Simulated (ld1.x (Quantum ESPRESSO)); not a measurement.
# What one change does to a pseudopotential (P (Z = 15), ultrasoft)

| Quantity | Value |
| --- | --- |
| Element | P |
| Generator | ld1.x (Quantum ESPRESSO) 7.5 |
| Type | ultrasoft |
| Functional | PBE |
| Relativity | non-relativistic |
| Frozen core | [Ne] |
| Valence charge | 5 |
| Reference configuration | 3s2 3p3 |
| Partial waves | 3s (bound): rcut 1.20, rcutus 1.45 bohr; 3s channel at 2.1 Ry: rcut 1.20, rcutus 1.45 bohr; 3p (bound): rcut 1.35, rcutus 1.75 bohr; 3p channel at 0.05 Ry: rcut 1.35, rcutus 1.75 bohr |
| Local potential | all-electron potential smoothed inside 1.50 bohr (lloc = -1) |
| Core correction | none |
| Augmentation charge | PSQ, inside the norm-conserving radii |

Change: local potential all-electron potential smoothed inside 1.00 bohr (lloc = -1).

Cutoffs: the cutoffs (Ry, on a coarse ladder) from which the occupation-weighted sum of valence levels, in a spherical-Bessel basis at the reference potential, stays within 10 and 1 mRy of its value at 400 Ry; they do not see the model core or the augmentation charge, which bear on the density cutoff. Errors are all-electron minus pseudo energies relative to the spin-unpolarised reference configuration.

Question: How do hardness, ghosts and transferability respond?

Answer: The potential gets neither clearly harder nor softer (18 Ry and 25 Ry → 18 Ry and 25 Ry); of the 7 tests that both files solve, the error grows in 0 and shrinks in 1 by more than 15 % and 0.3 meV (median size 4.5 → 3.8 meV); the range in which the s phases agree narrows (upper end at the end of the scan → 3.8); neither file shows a bound ghost.

```tsv
quantity	base	changed
cutoff, loose	18 Ry	18 Ry
cutoff, tight	25 Ry	25 Ry
bound ghosts	none	none
error for 3s2 3p2, meV [ΔE 9.74 eV]	-0.7	-0.7
error for 3s2 3p1, meV [ΔE 28.90 eV]	-2.9	-2.7
error for 3s2 3p0, meV [ΔE 58.65 eV]	-4.5	-3.8
error for 3s1 3p0, meV [ΔE 110.53 eV]	+73	+74
error for 3s1 3p4, meV [ΔE 8.45 eV]	+4.7	+4.7
error for 3s2 3p3.3, meV [ΔE -1.31 eV]	0.0	0.0
error for 3s0 3p5, meV [ΔE 17.02 eV]	+29	+29
s: phases at 1.89 bohr within 0.05 rad from the reference energy up to (Ry; the scan ends near 5)	to the end of the scan	3.8
p: phases at 1.89 bohr within 0.05 rad from the reference energy up to (Ry; the scan ends near 5)	to the end of the scan	to the end of the scan
lowest overlap eigenvalue by channel	s 0.49, p 0.78	s 0.46, p 0.72
```
